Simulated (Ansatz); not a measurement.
`F[SiH](F)Br` + `[O]1[AlH][SiH2]1` → `F[SiH2]F` + `[Br][Al]1[O][SiH2]1`  (redistribution)

Gas-phase electronic energies from Ansatz, PBE0-D4/def2-TZVP geometries. CBS: MP2 limit from def2 TZ/QZ plus the TZ coupled-cluster correction, frozen cores. This one scheme is used for every species. Functionals use def2-TZVPP. For Br outer-core shells are correlated without core-valence functions, which leaves a few kJ/mol of doubt a bond. Scalar relativity is left out up to krypton.

`F[SiH](F)Br`:

Cartesian coordinates in Å:
```
F -0.328 -1.543 -0.291
Si 0.034 -0.017 -0.122
F 1.601 0.087 0.029
Br -0.910 0.745 1.693
H -0.398 0.727 -1.309
```

`[O]1[AlH][SiH2]1`:

Cartesian coordinates in Å:
```
O -0.811 0.711 0.179
Al -0.235 0.120 -1.352
Si 0.399 -0.296 0.789
H -0.725 0.453 -2.814
H 1.469 0.413 1.544
H -0.098 -1.401 1.655
```

`F[SiH2]F`:

```xyz
5

F    -0.512    0.004    1.467
Si    0.023   -0.043   -0.024
F    -0.240    1.375   -0.683
H     1.478   -0.282    0.008
H    -0.749   -1.055   -0.768
```

`[Br][Al]1[O][SiH2]1`:

Cartesian coordinates in Å:
```
Br 2.443 -2.157 -1.224
Al 0.934 -0.807 -0.278
O -0.301 0.158 -1.023
Si -0.643 0.590 0.567
H -0.447 2.028 0.894
H -1.986 0.188 1.064
```

```csv
level,ΔE (kcal/mol)
r2SCAN-D4,-15.0
r2SCAN0,-15.5
```

Question: What does CCSD(T)/CBS give? (Best estimate.)

Answer: Computed: -15.6 kcal/mol. The listed levels differ from it by 0.6, 0.1 kcal/mol.

Question: What do rigid-rotor, harmonic-oscillator terms from PBE0-D4/def2-TZVP frequencies (298.15 K, 1 bar) make of the CCSD(T)/CBS value? (Estimate.)

Answer: Computed: ΔZPE = +1.1 kcal/mol, ΔH = -14.5 kcal/mol, ΔS = 0 J/(mol·K), ΔG = -14.5 kcal/mol.

Largest T1 diagnostic among the species: 0.016.

At CCSD(T), def2-SVP lies −2.4 kcal/mol from the extrapolated value and def2-TZVPP −0.9 kcal/mol. In def2-TZVPP, CCSD(T) changes the Hartree–Fock value by +1.3 kcal/mol (the triples alone add +0.1 kcal/mol) and MP2 by +0.9 kcal/mol.
